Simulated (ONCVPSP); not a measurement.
# lithium (Li), ONCV: configuration errors across variants

- Element: lithium (Li)
- Generator: ONCVPSP 4.0.1
- Type: optimised norm-conserving Vanderbilt (ONCV)
- Functional: PBE
- Relativity: scalar-relativistic
- Frozen core: none
- Valence charge: 3
- Reference configuration: 1s2 2s1
- Partial waves: 1s+2s: rc 1.10 bohr, ncon 4, nbas 8, qcut 9 1/bohr, 2 projectors; p scattering state at 0.04 Ha: rc 1.20 bohr, ncon 4, nbas 8, qcut 7.5 1/bohr, 2 projectors, debl 3.4 Ha; d scattering state at 0.13 Ha: rc 1.00 bohr, ncon 4, nbas 8, qcut 8.5 1/bohr, 2 projectors, debl 1.7 Ha
- Local potential: polynomial inside 0.95 bohr (lpopt 2, dvloc0 -1 Ha)
- Core correction: none

All-electron excitation energies from the reference (eV): (1) 1s2 2s0 5.296; (2) 1s2 2s0.5 2.049; (3) 1s2 2s0 2p1 1.787; (4) 1s1 2s1 68.407.

1 further variants failed, have other tests or too few solved ones, and are left out.

Errors AE − PS in meV (a dash: test not solved or not reliable):

| change | (1) | (2) | (3) | (4) | bound ghosts | GHOST(+) flags above zero |
| --- | --- | --- | --- | --- | --- | --- |
| base | +0.4 | +0.1 | +0.5 | +999 | none | none |
| s: qcut 6.2; p: qcut 5.2; d: qcut 5.9 | +0.5 | +0.1 | +0.7 | +1614 | none | none |
| d: ncon 5, nbas 9 | +0.4 | +0.1 | +0.5 | +999 | none | none |
| s: rc 1.36 | +0.4 | +0.1 | +0.6 | +1483 | none | none |
| p: nproj 1 | +0.4 | +0.1 | +0.5 | +999 | none | none |

**Question.** Give the same row for: local potential polynomial inside 0.95 bohr (lpopt 5, dvloc0 6 Ha).

**Answer.** +0.4, +0.1, +0.5, +996; bound ghosts: none; GHOST(+) flags above zero: none.
